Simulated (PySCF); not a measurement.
C₄H₈Si, SMILES C=C=C(C)[SiH3].

The structure is a stationary point at B3LYP-D3(BJ)/def2-SVP. The structure was generated by enumeration, and PubChem lists no compound with its InChIKey, so it may never have been made.

All values below come from B3LYP-D3(BJ)/def2-SVP in PySCF.

Frequencies are harmonic and unscaled.

| mode | ν (cm⁻¹) | IR (km/mol) | Raman (Å⁴/amu) | depolarisation | moving atoms (share of kinetic energy) |
|---|---|---|---|---|---|
| 1 | 101 | 0.0 | 0.3 | 0.75 | H 95 % |
| 2 | 143 | 0.4 | 0.0 | – | H 98 % |
| 3 | 146 | 0.0 | 7.1 | 0.70 | C 55 %, H 23 %, Si 22 % |
| 4 | 220 | 2.3 | 2.0 | 0.75 | C 61 %, H 38 % |
| 5 | 239 | 0.3 | 3.0 | 0.68 | C 55 %, H 33 %, Si 12 % |
| 6 | 412 | 1.8 | 2.0 | 0.75 | C 60 %, H 39 % |
| 7 | 498 | 19.8 | 6.1 | 0.15 | C 58 %, Si 33 %, H 9 % |
| 8 | 581 | 4.9 | 1.0 | 0.75 | H 90 %, C 10 % |
| 9 | 617 | 18.6 | 21.3 | 0.35 | C 47 %, H 44 %, Si 8 % |
| 10 | 672 | 6.9 | 8.3 | 0.35 | H 54 %, C 36 %, Si 10 % |
| 11 | 691 | 44.4 | 11.4 | 0.75 | H 79 %, C 12 %, Si 10 % |
| 12 | 843 | 43.4 | 0.8 | 0.71 | H 73 %, C 27 % |
| 13 | 931 | 306.5 | 11.3 | 0.69 | H 90 %, Si 9 % |
| 14 | 942 | 46.7 | 20.3 | 0.75 | H 97 % |
| 15 | 944 | 4.4 | 12.9 | 0.63 | H 52 %, C 47 % |
| 16 | 962 | 82.3 | 29.5 | 0.72 | H 97 % |
| 17 | 992 | 0.0 | 0.2 | 0.75 | H 62 %, C 38 % |
| 18 | 1040 | 0.1 | 0.2 | 0.75 | H 69 %, C 31 % |
| 19 | 1130 | 3.7 | 5.2 | 0.48 | C 70 %, H 29 % |
| 20 | 1258 | 0.7 | 37.7 | 0.40 | C 57 %, H 42 % |
| 21 | 1385 | 1.2 | 8.2 | 0.55 | H 81 %, C 19 % |
| 22 | 1441 | 2.0 | 1.9 | 0.49 | H 75 %, C 25 % |
| 23 | 1456 | 8.5 | 15.9 | 0.75 | H 97 % |
| 24 | 1470 | 3.8 | 27.0 | 0.71 | H 80 %, C 20 % |
| 25 | 2050 | 141.3 | 1.3 | 0.74 | C 98 % |
| 26 | 2203 | 124.1 | 113.7 | 0.75 | H 96 % |
| 27 | 2207 | 113.9 | 246.7 | 0.07 | H 98 % |
| 28 | 2245 | 83.8 | 86.0 | 0.33 | H 97 % |
| 29 | 3019 | 28.8 | 174.4 | 0.02 | H 97 % |
| 30 | 3087 | 12.8 | 93.3 | 0.75 | H 91 %, C 9 % |
| 31 | 3117 | 0.8 | 274.7 | 0.16 | H 95 % |
| 32 | 3125 | 10.9 | 82.0 | 0.70 | H 90 %, C 10 % |
| 33 | 3202 | 0.5 | 156.4 | 0.75 | H 89 %, C 11 % |
